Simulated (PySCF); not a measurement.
# Electron correlation in Fe²⁺ (iron, charge +2)

[Ar] 3d6, high-spin 5D determinant. Computed with PySCF 2.14 in def2-TZVPPD, with no relativity, point nucleus. Frozen: [Ar]; 6 electrons correlated.

```json
{"level": "CCSD", "correlation energy (mhartree)": "-123.87"}
{"level": "(T)", "correlation energy (mhartree)": "-1.86"}
{"level": "CCSD(T)", "correlation energy (mhartree)": "-125.73"}
```

Diagnostics: T1 = 0.0056, D1 = 0.0096, largest double amplitude 0.022.

Cost of the coupled-cluster step: about 4 core-seconds, for 6 correlated electrons.

Iterations:

```
CC2 = 0
CCSD nocc = (np.int64(5), np.int64(1)), nmo = (58, 58)
frozen orbitals [[0, 1, 2, 3, 4, 5, 6, 7, 8], [0, 1, 2, 3, 4, 5, 6, 7, 8]]
max_cycle = 100
direct = 0
conv_tol = 1e-08
conv_tol_normt = 1e-06
diis_space = 8
diis_start_cycle = 0
Init t2, MP2 energy = -0.12057963160523
Init E_corr(UCCSD) = -0.120579631608187
cycle = 1  E_corr(UCCSD) = -0.12296694728266  dE = -0.00238731567  norm(t1,t2) = 0.0188857
cycle = 2  E_corr(UCCSD) = -0.123613233817122  dE = -0.000646286534  norm(t1,t2) = 0.00522525
cycle = 3  E_corr(UCCSD) = -0.123799087830715  dE = -0.000185854014  norm(t1,t2) = 0.0028506
cycle = 4  E_corr(UCCSD) = -0.123872542148769  dE = -7.34543181e-05  norm(t1,t2) = 0.0010455
cycle = 5  E_corr(UCCSD) = -0.123872606450415  dE = -6.43016463e-08  norm(t1,t2) = 0.000422188
cycle = 6  E_corr(UCCSD) = -0.123874032947822  dE = -1.42649741e-06  norm(t1,t2) = 9.85725e-05
cycle = 7  E_corr(UCCSD) = -0.123874285470075  dE = -2.52522253e-07  norm(t1,t2) = 3.45649e-05
cycle = 8  E_corr(UCCSD) = -0.123873962832845  dE = 3.2263723e-07  norm(t1,t2) = 1.30767e-05
cycle = 9  E_corr(UCCSD) = -0.12387398440359  dE = -2.15707456e-08  norm(t1,t2) = 5.99183e-06
cycle = 10  E_corr(UCCSD) = -0.123874026423315  dE = -4.20197242e-08  norm(t1,t2) = 2.8516e-06
cycle = 11  E_corr(UCCSD) = -0.123874029245696  dE = -2.82238093e-09  norm(t1,t2) = 8.24946e-07
UCCSD converged
E(UCCSD) = -1261.763452997568  E_corr = -0.1238740292456956
UCCSD(T) correction = -0.00186342595575203
```
